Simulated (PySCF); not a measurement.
# Stretching InSn

Set-up: In def2-SVP with ECP28, Sn def2-SVP with ECP28; scalar-relativistic core potentials (PySCF 2.14). Energies in eV from In + Sn in their ground configurations at the same level. All curves are PBE0. state 1: ⁴Σ⁻ (quartet), unpaired electrons σ ↑, π ↑↑; state 2: Ms = 0.5 determinant of mixed spin (⟨S²⟩ near 1.8), unpaired electrons σ ↓, π ↑↑, a second solution, started from another occupation; state 3: Ms = 0.5 determinant of mixed spin (⟨S²⟩ near 1.8), unpaired electrons σ ↑, π ↑↓, a mixture of terms (⟨Lz²⟩ = 2.0), a second solution, started from another occupation; state 4: ²Π (doublet), unpaired electrons π ↑, a second solution, started from another occupation.

| R (Å) | state 1 | state 2 | state 3 | state 4 |
| --- | --- | --- | --- | --- |
| 2.455 | -1.406 | -1.073 | -1.018 | 0.087 |
| 2.570 | -1.755 | -1.414 | -1.366 | -0.487 |
| 2.684 | -1.940 | -1.590 | -1.549 | -0.864 |
| 2.769 | -2.003 | -1.648 | -1.611 | -1.050 |
| 2.855 | -2.021 | -1.660 | -1.626 | -1.175 |
| 2.941 | -2.003 | -1.638 | -1.607 | -1.250 |
| 3.055 | -1.942 | -1.572 | -1.544 | -1.292 |
| 3.198 | -1.826 | -1.454 | -1.427 | -1.276 |
| 3.369 | -1.655 | -1.284 | -1.255 | -1.191 |
| 3.597 | -1.406 | -1.048 | -1.007 | -1.013 |

Question: Put a parabola through the three lowest points of the state 1 curve and estimate Re, k and ωe (reduced mass 58.67 u; 1 eV/Å² = 0.16022 mdyn/Å; ωe = 1302.8·√(k/μ) cm⁻¹).

Answer: Through R = 2.769, 2.855, 2.941 Å the second-order coefficient is 2.43 eV/Å², so Re ≈ 2.855 Å, k ≈ 0.780 mdyn/Å and ωe ≈ 150 cm⁻¹. A polynomial fit of higher order to the unrounded PBE0 energies gives Re = 2.850 Å, k = 0.758 mdyn/Å, ωe = 148 cm⁻¹; anharmonicity and rounding make the difference.

The higher-order fit for each curve: state 1: Re = 2.850 Å, ωe = 148 cm⁻¹, De = 2.02 eV; state 2: Re = 2.838 Å, ωe = 150 cm⁻¹, minimum 1.66 eV below the ground-state fragments; state 3: Re = 2.846 Å, ωe = 149 cm⁻¹, minimum 1.63 eV below the ground-state fragments; state 4: Re = 3.090 Å, ωe = 126 cm⁻¹, minimum 1.29 eV below the ground-state fragments.

Spin–orbit coupling is left out, which matters for elements this heavy, above all for dissociation energies. The state is the lowest determinant that a PBE0 search found; another state may lie lower at other levels.
